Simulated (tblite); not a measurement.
C₅HF₄OS (doublet state).
Geometry (GFN2-xTB, Å), atoms numbered from 1 in this order:
```xyz
12
C5HF4OS angstrom
F      0.8889   -0.9147    2.4796
C      1.1874   -0.5030    1.2655
O      2.3302   -0.9298    0.7241
C      2.4135   -0.3560   -0.4746
C      1.3557    0.4182   -0.7683
C      0.5219    0.3286    0.4097
S     -0.9820    1.1747    0.6788
C     -2.0171    0.1466   -0.4542
F     -3.2879    0.5056   -0.3626
F     -1.9226   -1.1461   -0.1540
F     -1.6362    0.2874   -1.7223
H      1.1496    0.9878   -1.6478
```

The geometry is computed with GFN2-xTB (gas phase). This method treats the open shell by occupation alone, without spin polarisation.

Masses are those of the commonest isotopes; rigid-rotor values at the optimised geometry. The values belong to one conformer with, in the numbering `[F:1][c:2]1[o:3][c:4][cH:5][c:6]1[S:7][C:8]([F:9])([F:10])[F:11]`, C5–C6–S7–C8 75°.

Q: Give the principal moments of inertia and the rotational constants in MHz.

A: Ia = 272.01, Ib = 761.37, Ic = 850.20 u·Å²; 505379 MHz·u·Å²/I gives A = 1858, B = 663.8, C = 594.4 MHz.

Q: Classify the top.

A: An asymmetric top. Ray's parameter κ = (2B − A − C)/(A − C) = -0.890; −1 is the prolate and +1 the oblate limit.

Q: What does the inertial defect say?

A: Not planar: Δ = Ic − Ia − Ib = -183.19 u·Å². For a rigid frame Δ = −2 Σ m c², so Σ m c² = 91.59 u·Å² lies off the ab plane: 0.58 from hydrogen and 91.01 from heavier atoms. The atom farthest from that plane is 1.38 Å away.

Q: Give the other two planar moments, Paa and Pbb, and the rms extents of the mass along the axes.

A: Paa = Σ m a² = (Ib + Ic − Ia)/2 = 669.78 and Pbb = Σ m b² = (Ia + Ic − Ib)/2 = 180.42 u·Å². With the mass M = 184.97 u, the rms extents √(P/M) along a, b and c are 1.90, 0.99, 0.70 Å.

For this open shell read J as N, the rotation without spin; fine and hyperfine splittings come on top. Its GFN2-xTB frequencies are all real (lowest 22 cm⁻¹). Constants of a rigid frame at the computed geometry: no zero-point averaging, no centrifugal distortion.
